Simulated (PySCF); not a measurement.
Fractional electron number in Sc(2+) (scandium, charge +2)

The 3d alpha orbital of [Ar] 3d1 is emptied in steps (occupation f), with all orbitals relaxed, ending at [Ar]. Computed with PySCF 2.14 in aug-cc-pVDZ, with the non-relativistic Hamiltonian (point nucleus). The exact energy is a straight line in f; departures are measured from the line between the end points of the same method.

Problem. Among BHandHLYP, wB97X, B3LYP, which shows the largest delocalisation error (convex curve), and which is closest to linear?

Solution. Most convex: B3LYP (-1.411 eV at f = 0.5); closest to linear: wB97X (-0.667 eV).

```tsv
f	BHandHLYP (eV)	wB97X (eV)	B3LYP (eV)
1	0.000	0.000	0.000
0.9	-0.297	-0.233	-0.499
0.7	-0.696	-0.553	-1.175
0.5	-0.833	-0.667	-1.411
0.3	-0.703	-0.566	-1.194
0.1	-0.303	-0.245	-0.515
0	0.000	0.000	0.000
```

```json
{"method": "BHandHLYP", "E(f=0) − E(f=1) (eV)": "25.509", "−ε at f=1 (eV)": "22.220", "−ε at f=0.5 (eV)": "25.489"}
{"method": "wB97X", "E(f=0) − E(f=1) (eV)": "25.428", "−ε at f=1 (eV)": "22.854", "−ε at f=0.5 (eV)": "25.387"}
{"method": "B3LYP", "E(f=0) − E(f=1) (eV)": "25.828", "−ε at f=1 (eV)": "20.307", "−ε at f=0.5 (eV)": "25.774"}
```

Reference removal energy between the ground levels: 24.757 eV (measured; NIST Atomic Spectra Database, ionization energies). The calculation has no spin-orbit coupling.
